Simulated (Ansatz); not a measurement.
Compare A (`C1[SiH2]C[SiH2][SiH2]1`) with its isomer B (`[SiH3]C=C([SiH3])[SiH3]`).

Gas-phase electronic energies from Ansatz, PBE0-D4/def2-TZVP geometries. CBS: MP2 limit from def2 TZ/QZ plus the TZ coupled-cluster correction, frozen cores. Functionals use def2-TZVPP. B3LYP here is the variant with VWN-RPA as its local correlation; programs differ in this.

A:

```xyz
15

C     0.368    1.580   -0.032
Si    0.764    0.260   -1.309
C    -0.540   -1.075   -1.088
Si   -0.702   -1.396    0.768
Si    0.009    0.692    1.598
H    -0.536    2.111   -0.349
H     1.167    2.318    0.066
H     2.106   -0.318   -1.011
H     0.792    0.802   -2.697
H    -1.496   -0.694   -1.464
H    -0.305   -1.985   -1.646
H     0.211   -2.496    1.186
H    -2.089   -1.779    1.154
H     1.253    0.570    2.407
H    -1.003    1.412    2.419
```

B:

Z-matrix (Å, degrees):
```
Si
C 1 1.882
H 1 1.486 2 107.6
H 1 1.487 2 111.5 3 119.1
H 1 1.486 2 111.5 3 -119.1
C 2 1.345 1 128.2 3 -180.0
H 2 1.094 1 114.2 3 0.0
Si 6 1.870 2 122.7 1 -0.0
Si 6 1.872 2 118.8 1 180.0
H 8 1.487 6 109.8 2 120.6
H 8 1.487 6 110.7 2 -0.1
H 8 1.487 6 109.8 2 -120.8
H 9 1.488 6 110.5 2 -120.5
H 9 1.487 6 109.0 2 0.1
H 9 1.488 6 110.5 2 120.7
```

**Question.** Which is lower in electronic energy at CCSD(T)/CBS, and by how much? (An estimate is asked.)

**Answer.** Computed: A, by 42.1 kcal/mol.

**Question.** Give E(B) − E(A) in kcal/mol with B3LYP-D4, PBE0-D4, HF/def2-TZVPP, MP2/def2-TZVPP, CCSD/def2-TZVPP, B2PLYP, CCSD(T)/def2-TZVPP. (Best estimate.)

**Answer.** The calculation gave: B3LYP-D4 38.7, PBE0-D4 48.0, HF/def2-TZVPP 34.0, MP2/def2-TZVPP 43.1, CCSD/def2-TZVPP 41.0, B2PLYP 39.3, CCSD(T)/def2-TZVPP 41.0. None reverses the order clearly.

Largest T1 diagnostic: 0.013.

In def2-TZVPP, CCSD(T) changes the Hartree–Fock value by +7.0 kcal/mol (the triples alone add −0.0 kcal/mol) and MP2 by +9.1 kcal/mol. The D4 term adds +1.0 kcal/mol with B3LYP and +0.5 kcal/mol with PBE0; it sums over pairs of atoms, weighted by their polarisabilities, and B3LYP, whose exchange is more repulsive, gets the larger term.
